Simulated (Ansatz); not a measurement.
C2H8N2Si2, SMILES CN[Si@H]1C=N[SiH2]1.

Geometry: PBE0-D3(BJ)/def2-SVP. The structure was generated by enumeration; whether it is a known compound was not checked. Other conformers were not sampled.

Two levels are set side by side: PBE/def2-SVPD (Ansatz, a program for electronic structure) and PBE0/def2-SVPD (Ansatz). Energy differences of separate SCF runs at the same geometry; the states with an electron removed or added have multiplicity 2 and 2. Differences are taken from unrounded values.

| quantity | PBE0 |
|---|---|
| vertical ionisation energy (eV) | 8.26 |
| vertical singlet–triplet gap (eV) | 2.81 |

Q: What does PBE give, and how far is it from PBE0? (Estimate from the structure and the level; the computed values follow.)

A: 
```tsv
quantity	PBE	PBE minus PBE0
vertical ionisation energy (eV)	7.88	-0.38
vertical singlet–triplet gap (eV)	2.73	-0.08
```
